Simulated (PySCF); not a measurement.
**`CCOC[C@@H](C)S(=O)(=O)[O-]`: 4 charge schemes on one density**

Compound: C₅H₁₁O₄S (charge -1).
Structure used (GFN2-xTB), in Å, numbered top down from 1:
```xyz
21
C5H11O4S angstrom
C      2.796   -0.726   -0.614
C      1.840   -0.618    0.574
O      1.330    0.699    0.728
C      0.170    0.970   -0.034
C     -1.118    0.404    0.548
C     -2.284    1.359    0.459
S     -1.644   -1.037   -0.482
O     -2.986   -1.373   -0.014
O     -0.670   -2.102   -0.223
O     -1.598   -0.536   -1.854
H      3.597    0.009   -0.531
H      2.254   -0.555   -1.541
H      3.225   -1.724   -0.647
H      1.018   -1.333    0.447
H      2.378   -0.831    1.505
H      0.122    2.066   -0.078
H      0.262    0.585   -1.057
H     -0.965    0.030    1.559
H     -2.129    2.270    1.042
H     -3.177    0.844    0.802
H     -2.430    1.615   -0.589
```

Density: PBE0/pcSseg-1 (PySCF); schemes: Mulliken, IAO, Hirshfeld and ESP-fitted. Geometry: GFN2-xTB, one conformer, isolated ion. The pcSseg-1 basis has no diffuse functions, a weakness for an anion.

Q: Tabulate the Mulliken, IAO, Hirshfeld and ESP-fitted charges.

A: In e:

| atom | environment | Mulliken | IAO | Hirshfeld | ESP-fitted |
| --- | --- | --- | --- | --- | --- |
| C1 | methyl carbon | -0.293 | -0.432 | -0.134 | -0.435 |
| C2 | sp3 carbon bound to oxygen | -0.010 | -0.064 | -0.014 | +0.675 |
| O3 | ether oxygen | -0.544 | -0.424 | -0.170 | -0.608 |
| C4 | sp3 carbon bound to oxygen | +0.113 | -0.057 | -0.013 | +0.200 |
| C5 | sp3 carbon bound to sulfur | -0.489 | -0.342 | -0.063 | +0.055 |
| C6 | methyl carbon | -0.230 | -0.425 | -0.141 | -0.446 |
| S7 | sulfonyl sulfur | +1.196 | +2.177 | +0.454 | +1.164 |
| O8 | oxygen bonded to S | -0.639 | -0.972 | -0.409 | -0.679 |
| O9 | oxygen bonded to S | -0.643 | -0.968 | -0.385 | -0.652 |
| O10 | oxygen bonded to S | -0.641 | -0.977 | -0.403 | -0.656 |
| H11 | methyl hydrogen | +0.082 | +0.122 | +0.021 | +0.060 |
| H12 | methyl hydrogen | +0.119 | +0.143 | +0.038 | +0.122 |
| H13 | methyl hydrogen | +0.087 | +0.131 | +0.034 | +0.073 |
| H14 | methylene hydrogen | +0.168 | +0.160 | +0.016 | -0.125 |
| H15 | methylene hydrogen | +0.072 | +0.117 | +0.021 | -0.097 |
| H16 | methylene hydrogen | +0.080 | +0.123 | +0.026 | +0.040 |
| H17 | methylene hydrogen | +0.125 | +0.133 | +0.019 | -0.012 |
| H18 | methine hydrogen | +0.124 | +0.142 | +0.029 | +0.022 |
| H19 | methyl hydrogen | +0.082 | +0.111 | +0.020 | +0.085 |
| H20 | methyl hydrogen | +0.131 | +0.159 | +0.025 | +0.126 |
| H21 | methyl hydrogen | +0.110 | +0.144 | +0.028 | +0.090 |

Mean size of the charges over all atoms: IAO 0.396 e, ESP-fitted 0.306 e, Mulliken 0.285 e, Hirshfeld 0.117 e. Each set sums to the total charge, -1, to within 0.001 e. The Mulliken scheme counts on each atom the diagonal of the density matrix times the overlap matrix over that atom's basis functions. The Hirshfeld scheme weights the molecular density at each point by an atom's share of the summed free-atom densities.

Lowest charge. The schemes don't all agree: Mulliken O9 (-0.643); IAO O10 (-0.977); Hirshfeld O8 (-0.409); ESP-fitted O8 (-0.679).

Highest charge. All schemes agree: Mulliken S7 (+1.196); IAO S7 (+2.177); Hirshfeld S7 (+0.454); ESP-fitted S7 (+1.164).

Q: How many electrons does the IAO scheme count on C2?

A: Z − q = 6 − (-0.064) = 6.064.

Q: Sum the charges by element, for elements with more than one atom.

A: 
```
element  atoms  Mulliken     IAO  Hirshfeld  ESP-fitted
      C      5    -0.909  -1.320     -0.365      +0.048
      O      4    -2.467  -3.341     -1.367      -2.596
      H     11    +1.180  +1.485     +0.278      +0.384
```
